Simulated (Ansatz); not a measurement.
Basis sets compared for [RuNF4]- (RuNF₄⁻). Total charge -1; singlet. Geometry r2SCAN-D4/def2-SVPD. Ansatz on 4 threads of Arm Neoverse V2 on a shared host; times are rough, and most runs start from earlier orbitals.

```xyz
6

Ru   -0.0215    0.0333   -0.1132
N    -0.3044    0.4736   -1.6083
F     1.2679    1.2543    0.6123
F     1.4356   -1.2140   -0.1463
F    -1.1050   -1.5078    0.2485
F    -1.2727    0.9604    1.0070
```

In the def2 sets Ru takes a core potential; there is no spin–orbit coupling.

```json
{"level": "PBE-D4/def2-SVPD", "functions": "146", "energy (Eh)": "-548.4927", "HOMO (eV)": "-0.95", "LUMO (eV)": "0.97", "wall time": "1.2 s"}
{"level": "PBE0-D4/def2-SVPD", "functions": "146", "energy (Eh)": "-548.3888", "HOMO (eV)": "-3.11", "LUMO (eV)": "1.63", "wall time": "1.8 s"}
```

(1) Estimate the rows for PBE-D4/def2-TZVPD (with forces), PBE0-D4/def2-TZVPD.

Results:

(1) 
| level | functions | energy (Eh) | HOMO (eV) | LUMO (eV) | wall time |
| --- | --- | --- | --- | --- | --- |
| PBE-D4/def2-TZVPD (with forces) | 237 | -549.0390 | -0.84 | 1.08 | 2.6 s |
| PBE0-D4/def2-TZVPD | 237 | -548.9376 | -2.98 | 1.76 | 3.3 s |
